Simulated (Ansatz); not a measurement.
A structure relaxed at PBE/def2-SVP in Ansatz, charge 1, doublet:

Cartesian coordinates in Å:
```
Li -1.3062 -0.6640 -2.9285
Li 0.6740 0.8500 3.6339
Li 1.2224 1.1670 -3.3675
Li -2.1040 1.9367 2.5500
Li -0.5856 0.1981 1.2383
Li -1.6906 -1.2297 3.1652
Li 1.4871 -2.0423 -2.9310
Li 1.6053 1.8851 0.5349
Li 3.4799 -0.0184 -1.4774
Li 1.8457 -1.2050 1.2789
Li 0.7263 -0.1966 -1.1602
Li -1.2834 1.8689 -0.9591
Li -0.8709 -2.3156 -0.1684
Li -3.1998 -0.2342 0.5911
```

(1) Give its formula and point group.

(2) Summarise the bond lengths by kind (pairs closer than 1.2 times the sum of covalent radii, bridged metal pairs left out).

Results:

(1) the cluster Li₁₄⁺. Point group C2 (tolerance 0.1 Å).

(2) 17 × Li–Li 2.64 to 2.89 Å.

Another isomer (doublet) lies 0.06 eV lower at PBE0/def2-TZVP; other spin states weren't run for this one.
